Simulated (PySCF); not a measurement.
A side-by-side comparison of computed properties.

First species: C5H10N2Si.
Atom-mapped SMILES: `[CH3:1][CH2:2][c:3]1[cH:4][n:5]([SiH3:6])[cH:7][n:8]1` (hydrogens: H9, H10, H11 on C1; H12, H13 on C2; H14 on C4; H15, H16, H17 on Si6; H18 on C7)

Second species: C5H10N2Si.
Bonds: C1–C2 (double), C2–C3, C3–N4, N4–C5, C5–Si6, Si6–C7, C7–N8 (triple). Hydrogens: H9, H10 on C1; H11 on C2; H12, H13 on C3; H14 on N4; H15, H16 on C5; H17, H18 on Si6.

Levels: PBE0/def2-SVPD for dipole moment, HOMO energy, LUMO energy, HOMO–LUMO gap, static isotropic polarisability and electronic spatial extent ⟨r²⟩ about the centre of nuclear charge; TDDFT PBE0/def2-SVPD for lowest singlet excitation; TDA PBE0/def2-SVPD for lowest triplet excitation (Tamm–Dancoff); GFN2-xTB for rotational constant A and rotational constant C. Geometries: GFN2-xTB. Each structure is a single optimised conformer of the isolated species, non-relativistic unless stated; the electronic structure was computed with PySCF and density fitting.

Dipoles, sizes and rotational constants follow the conformer. The torsions of the flexible species, by atom-mapped SMILES:
- `[CH3:1][CH2:2][c:3]1[cH:4][n:5]([SiH3:6])[cH:7][n:8]1`: C1–C2–C3–C4 94°
- `[CH2:1]=[CH:2][CH2:3][NH:4][CH2:5][SiH2:6][C:7]#[N:8]`: C1–C2–C3–N4 -131°, C2–C3–N4–C5 180°, C3–N4–C5–Si6 -64°, N4–C5–Si6–C7 75°

Which has the higher HOMO–LUMO gap?

The first: 6.48 eV against 6.12 eV, a difference of 0.36 eV.

Which has the higher S1 energy?

The first: 5.43 eV against 5.10 eV, a difference of 0.33 eV.

Which of the two has the higher HOMO energy, and by how much?

The first: -6.51 eV against -6.69 eV, a difference of 0.18 eV.

Which has the higher T1 energy?

The second: 4.46 eV against 4.31 eV, a difference of 0.15 eV.

Which of the two has the higher ⟨r²⟩, and by how much?

The second: 1555 bohr² against 1471 bohr², a difference of 84 bohr².

Which of the two has the higher rotational constant C, and by how much?

The first: 0.812 GHz against 0.742 GHz, a difference of 0.070 GHz.

Which has the higher static isotropic polarisability?

The second: 99.1 au against 97.5 au, a difference of 1.6 au.

Which of the two has the higher dipole moment, and by how much?

The second: 3.55 D against 3.15 D, a difference of 0.40 D.

On the first: In atomic units the dipole is 1.24 e·bohr (1 au = 2.5417 D). The principal polarisabilities are 74.3, 92.6 and 125.7 au; their mean is the isotropic value.

On the second: S1 lies 1.02 eV below the HOMO–LUMO gap; its leading configuration is HOMO→LUMO, weight 0.95. A dipole of 3.55 D is allowed in C1, and pure rotational transitions are dipole-allowed.
